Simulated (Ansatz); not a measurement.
Isolated molecules relaxed with PBE0-D4/def2-TZVP in Ansatz; ΔE leaves out vibrations. CCSD(T)/CBS is the MP2 limit (def2-TZVPP, def2-QZVPP) plus CCSD(T) − MP2 in def2-TZVPP, frozen cores. Functionals use def2-TZVPP. One conformer a species, not always the lowest.

Reaction (ligand exchange at a B–C bond): `BC(F)[SiH3]` + `C[Si](O)(O)O` → `BO[Si](C)(O)O` + `FC[SiH3]`

| level | ΔE (kcal/mol) |
| --- | --- |
| PBE | -25.2 |
| SCS-MP2/def2-TZVPP | -30.0 |
| SCS-MP2/def2-QZVPP | -29.8 |
| MP2/CBS(def2) | -28.2 |

Q: What does CCSD(T)/CBS give? (An estimate is asked.)

A: Computed: -28.2 kcal/mol. The listed levels differ from it by 3.0, -1.8, -1.6, 0.0 kcal/mol.

Largest T1 diagnostic among the species: 0.013.

In def2-TZVPP, CCSD(T) changes the Hartree–Fock value by +4.5 kcal/mol (the triples alone add +0.5 kcal/mol) and MP2 by +4.6 kcal/mol. From PBE to PBE0 (25 % exact exchange), in def2-TZVPP and without D4, ΔE moves by −1.1 kcal/mol.
